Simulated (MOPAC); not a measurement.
MOPAC input (MNDO):

```
MNDO PRECISE GNORM=0.05 LET XYZ GEO-OK AUX(PRECISION=9) THREADS=1
C2H2Cl2

Cl    1.67396132 1    0.34604040 1   -0.06080254 1
C     0.60093478 1   -0.99847587 1   -0.02298582 1
C    -0.72031732 1   -0.91602633 1    0.02537229 1
Cl   -1.61799549 1    0.55146701 1    0.05968378 1
H     1.09109596 1   -1.96072980 1   -0.04188706 1
H    -1.32621992 1   -1.80988304 1    0.04658721 1
```

Output:

```
 *******************************************************************************
 **                                                                           **
 **                              MOPAC v23.2.5                                **
 **                                                                           **
 *******************************************************************************
 ** MOPAC's Digital Object Identifier: https://doi.org/10.5281/zenodo.6511958 **
 **                                                                           **
 ** Please cite the open-source release paper for use of this MOPAC version:  **
 ** J. E. Moussa and J. J. P. Stewart (2026)                                  **
 ** MOPAC: An open-source semiempirical molecular orbital program             **
 ** J. Open Source Softw., 11(119), 8025, https://doi.org/10.21105/joss.08025 **
 *******************************************************************************

                              MNDO CALCULATION RESULTS

 *******************************************************************************
 *  MNDO       - The MNDO Hamiltonian to be used
 *  GEO-OK     - OVERRIDE INTERATOMIC DISTANCE AND OTHER SAFETY CHECKS
 *  LET        - OVERRIDE SOME SAFETY CHECKS
 *  PRECISE    - TIGHTER CRITERIA TO BE USED
 *  XYZ        - CARTESIAN COORDINATE SYSTEM TO BE USED
 *  GNORM      - EXIT WHEN GRADIENT NORM DROPS BELOW 0.050
 *  AUX        - OUTPUT AUXILIARY INFORMATION
 *******************************************************************************
MNDO PRECISE GNORM=0.05 LET XYZ GEO-OK AUX(PRECISION=9) THREADS=1
 C2H2Cl2

   ATOM   CHEMICAL          X               Y               Z
  NUMBER   SYMBOL      (ANGSTROMS)     (ANGSTROMS)     (ANGSTROMS)

     1      Cl          1.67396132  *   0.34604040  *  -0.06080254  *
     2       C          0.60093478  *  -0.99847587  *  -0.02298582  *
     3       C         -0.72031732  *  -0.91602633  *   0.02537229  *
     4      Cl         -1.61799549  *   0.55146701  *   0.05968378  *
     5       H          1.09109596  *  -1.96072980  *  -0.04188706  *
     6       H         -1.32621992  *  -1.80988304  *   0.04658721  *

          CARTESIAN COORDINATES

    NO.       ATOM           X           Y           Z

     1        Cl          1.6740      0.3460     -0.0608
     2         C          0.6009     -0.9985     -0.0230
     3         C         -0.7203     -0.9160      0.0254
     4        Cl         -1.6180      0.5515      0.0597
     5         H          1.0911     -1.9607     -0.0419
     6         H         -1.3262     -1.8099      0.0466

  H: (MNDO): M.J.S. DEWAR, W. THIEL, J. AM. CHEM. SOC., 99, 4899, (1977)
  C: (MNDO): M.J.S. DEWAR, W. THIEL, J. AM. CHEM. SOC., 99, 4899, (1977)
 Cl: (MNDO): M.J.S.DEWAR, H.S.RZEPA, J. COMP. CHEM., 4, 158, (1983)

           Empirical Formula: C2 H2 Cl2  =     6 atoms

      MOLECULAR POINT GROUP   :   C2v

      RHF CALCULATION, NO. OF DOUBLY OCCUPIED LEVELS = 12

          Geometry optimization using EF

          DIAGONAL MATRIX USED AS START HESSIAN

 CYCLE:     1  GRAD.:    35.120 HEAT: -1.667459
 CYCLE:     2  GRAD.:   180.488 HEAT:  6.393801
 CYCLE:     3  GRAD.:   281.937 HEAT:  14.01558
 CYCLE:     4  GRAD.:   170.045 HEAT:  3.989823
 CYCLE:     5  GRAD.:   296.156 HEAT:  14.17633
 CYCLE:     6  GRAD.:    60.690 HEAT:-0.4795868
 CYCLE:     7  GRAD.:   117.090 HEAT:  1.069438
 CYCLE:     8  GRAD.:    14.240 HEAT: -2.629193
 CYCLE:     9  GRAD.:     3.840 HEAT: -2.670117
 CYCLE:    10  GRAD.:     0.274 HEAT: -2.673173
 CYCLE:    11  GRAD.:     0.308 HEAT: -2.673186
 CYCLE:    12  GRAD.:     0.875 HEAT: -2.672965
 CYCLE:    13  GRAD.:     0.251 HEAT: -2.673194
 CYCLE:    14  GRAD.:     1.269 HEAT: -2.672639
 CYCLE:    15  GRAD.:     0.011 HEAT: -2.673216

     GRADIENT =  0.01095 IS LESS THAN CUTOFF =  0.05000

 -------------------------------------------------------------------------------
 MNDO PRECISE GNORM=0.05 LET XYZ GEO-OK AUX(PRECISION=9) THREADS=1
 C2H2Cl2

     GEOMETRY OPTIMISED USING EIGENVECTOR FOLLOWING (EF).
     SCF FIELD WAS ACHIEVED

                              MNDO CALCULATION
                                                       MOPAC v23.2.5 Linux

          FINAL HEAT OF FORMATION =         -2.67322 KCAL/MOL =     -11.18474 KJ/MOL

          COSMO AREA              =        111.63 SQUARE ANGSTROMS
          COSMO VOLUME            =         97.54 CUBIC ANGSTROMS

          GRADIENT NORM           =          0.01095          =       0.00447 PER ATOM
          IONIZATION POTENTIAL    =         10.495919 EV
          HOMO LUMO ENERGIES (EV) =        -10.496 -0.016
          NO. OF FILLED LEVELS    =         12
          MOLECULAR WEIGHT        =         96.9438         POINT GROUP:  C2v

          MOLECULAR DIMENSIONS (Angstroms)

            Atom       Atom       Distance
            H     6   Cl     1     3.75393
            H     5   Cl     4     3.65485
            H     6    C     3     0.00000

          SCF CALCULATIONS        =         16

   ATOM   CHEMICAL          X               Y               Z
  NUMBER   SYMBOL      (ANGSTROMS)     (ANGSTROMS)     (ANGSTROMS)

     1      Cl          1.70490752  *   0.34637800  *  -0.06193284  *
     2       C          0.60742402  *  -1.00537081  *  -0.02323002  *
     3       C         -0.72761381  *  -0.92206253  *   0.02563265  *
     4      Cl         -1.64865921  *   0.55564934  *   0.06080842  *
     5       H          1.14032548  *  -1.95484936  *  -0.04367963  *
     6       H         -1.37433811  *  -1.79793126  *   0.04835758  *

                             CARTESIAN COORDINATES

   1   Cl        1.704907521     0.346378003    -0.061932837
   2    C        0.607424021    -1.005370807    -0.023230024
   3    C       -0.727613815    -0.922062533     0.025632645
   4   Cl       -1.648659207     0.555649343     0.060808419
   5    H        1.140325479    -1.954849359    -0.043679635
   6    H       -1.374338113    -1.797931264     0.048357581

           Empirical Formula: C2 H2 Cl2  =     6 atoms

      MOLECULAR POINT GROUP   :   C2v

                  EIGENVALUES
 -36.39553 -26.69912 -25.43008 -22.73787 -17.55244 -16.70596 -14.39696 -14.38709
 -13.40212 -12.72104 -12.70915 -10.49592  -0.01635   0.38286   1.15017   3.69007
   3.94939   4.93331

              NET ATOMIC CHARGES AND DIPOLE CONTRIBUTIONS

  ATOM NO.   TYPE          CHARGE      No. of ELECS.   s-Pop       p-Pop
    1         Cl          -0.090477        7.0905     1.98159     5.10889
    2          C          -0.003834        4.0038     1.22964     2.77419
    3          C          -0.003834        4.0038     1.22964     2.77419
    4         Cl          -0.090477        7.0905     1.98159     5.10889
    5          H           0.094311        0.9057     0.90569
    6          H           0.094311        0.9057     0.90569
 DIPOLE           X         Y         Z       TOTAL
 POINT-CHG.    -0.128    -2.057     0.003     2.060
 HYBRID        -0.004    -0.059     0.000     0.059
 SUM           -0.132    -2.115     0.003     2.119

          ATOMIC ORBITAL ELECTRON POPULATIONS

     Atom    s        px        py        pz
    1 Cl   1.98159   1.64257   1.49773   1.96859
    2  C   1.22964   0.87976   0.86363   1.03081
    3  C   1.22964   0.89649   0.84688   1.03082
    4 Cl   1.98159   1.74294   1.39729   1.96867
    5  H   0.90569
    6  H   0.90569

 **********************
 *                    *
 * JOB ENDED NORMALLY *
 *                    *
 **********************

 == MOPAC DONE ==
```

The geometry given is a B3LYP-D3(BJ)/def2-TZVP minimum.
